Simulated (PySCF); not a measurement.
Ligands exchanged one at a time, Si OCH3-SiH3. Gas-phase values, no solvent. One relaxed conformer stands for each flexible species; it need not be the lowest. Strings in code marks are SMILES.

Level of theory: PBE-D3(BJ)/def2-TZVP // B3LYP-D3(BJ)/def2-SVP (PySCF). 

```json
[
 {"species": "0 of 4 OCH3 replaced by SiH3 (`CO[Si](OC)(OC)OC`)", "LUMO (eV)": "–", "HOMO (eV)": "-6.46"},
 {"species": "1 of 4 OCH3 replaced by SiH3", "LUMO (eV)": "-0.55", "HOMO (eV)": "?"},
 {"species": "2 of 4 OCH3 replaced by SiH3", "LUMO (eV)": "-1.32", "HOMO (eV)": "-5.93"},
 {"species": "3 of 4 OCH3 replaced by SiH3 (`CO[Si]([SiH3])([SiH3])[SiH3]` (C–O–Si–Si torsion 60°))", "LUMO (eV)": "-1.76", "HOMO (eV)": "-6.14"},
 {"species": "4 of 4 OCH3 replaced by SiH3 (`[SiH3][Si]([SiH3])([SiH3])[SiH3]`)", "LUMO (eV)": "-1.14", "HOMO (eV)": "?"}
]
```

Task: Fill in the missing entries.

Result: 
- 1 of 4 OCH3 replaced by SiH3, HOMO (eV): -6.36
- 4 of 4 OCH3 replaced by SiH3 (`[SiH3][Si]([SiH3])([SiH3])[SiH3]`), HOMO (eV): -6.95
